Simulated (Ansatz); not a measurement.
Consider the isomerisation: `F[CH]1C[CH2][SnH2]1` → `[F][SnH]1[CH2]C[CH2]1`.

Program: Ansatz. Geometries: PBE0-D4/def2-TZVP. ΔE: electronic, gas phase. CBS: MP2 limit from def2 TZ/QZ plus the TZ coupled-cluster correction, frozen cores. DFT in def2-TZVPP. B3LYP here is the variant with VWN-RPA as its local correlation; programs differ in this. def2 core potentials past Kr. For Sn outer-core shells are correlated without core-valence functions, which leaves a few kJ/mol of doubt a bond.

`F[CH]1C[CH2][SnH2]1`:

Z-matrix (Å, degrees):
```
C
C 1 1.531
Sn 1 2.655 2 55.7
C 1 1.539 2 104.7 3 26.0
H 1 1.095 2 107.3 3 -90.3
H 1 1.096 2 113.6 3 151.4
F 2 1.376 1 113.7 3 126.9
H 2 1.095 1 111.8 3 -110.9
H 3 1.707 1 111.1 2 -106.4
H 3 1.710 1 138.7 2 74.1
H 4 1.088 1 114.9 2 -148.8
H 4 1.091 1 112.8 2 85.6
```

`[F][SnH]1[CH2]C[CH2]1`:

Z-matrix (Å, degrees):
```
Sn
C 1 2.156
C 1 2.620 2 36.1
F 1 1.935 2 112.4 3 122.1
C 1 2.156 2 70.3 3 15.2
H 1 1.707 2 128.2 3 -108.5
H 2 1.092 1 107.8 3 -113.3
H 2 1.089 1 121.8 3 119.8
H 3 1.094 1 106.1 2 -102.4
H 3 1.095 1 147.3 2 77.6
H 5 1.089 1 121.8 2 -135.1
H 5 1.092 1 107.8 2 98.1
```

| level | ΔE (kJ/mol) |
| --- | --- |
| PBE | -144.5 |
| PBE0 | -144.7 |
| B3LYP | -149.5 |
| CCSD/CBS(def2) | -159.0 |

Problem. What does CCSD(T)/CBS give? (Estimate.)

Solution. Ansatz gave: -159.0 kJ/mol. The listed levels differ from it by 14.5, 14.3, 9.5, 0.0 kJ/mol.

Largest T1 diagnostic among the species: 0.012.
